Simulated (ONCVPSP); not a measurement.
## An all-electron radial function and its pseudo partner (Fe (Z = 26))

Columns: radius, all-electron u(r) and pseudo u(r) of the 3d shell (level -7.40 eV) of iron in the configuration [Ne] 3s2 3p6 3d6 4s2; BLYP, scalar-relativistic, ONCV scheme, ONCVPSP 4.0.1.

```csv
r (bohr),all-electron,pseudo
0.079,0.0403,0.0071
0.158,0.1828,0.0526
0.237,0.3712,0.1594
0.316,0.5521,0.3251
0.395,0.6994,0.5250
0.474,0.8061,0.7214
0.553,0.8747,0.8790
0.632,0.9107,0.9770
0.711,0.9208,1.0123
0.790,0.9121,0.9976
0.869,0.8903,0.9527
0.948,0.8601,0.8963
1.027,0.8246,0.8407
1.106,0.7862,0.7911
1.185,0.7466,0.7472
1.264,0.7068,0.7068
1.343,0.6678,0.6677
1.422,0.6298,0.6298
1.501,0.5933,0.5933
1.580,0.5585,0.5585
1.659,0.5254,0.5253
1.738,0.4940,0.4940
1.817,0.4644,0.4643
1.896,0.4364,0.4364
1.975,0.4101,0.4101
2.054,0.3854,0.3853
```

**Question.** How many radial nodes do the two functions have?

**Answer.** The all-electron 3d function has n − l − 1 = 0; the pseudo-wave has 0.

**Question.** At about which radius was the pseudo-wave matched?

**Answer.** 1.28 bohr, where the columns begin to agree (steps of 0.08 bohr).

**Question.** Is the pseudo-wave norm-conserving?

**Answer.** Yes: the ONCV scheme keeps the norm inside the radius equal to the all-electron one, which fixes the energy derivative of the logarithmic derivative at the level.
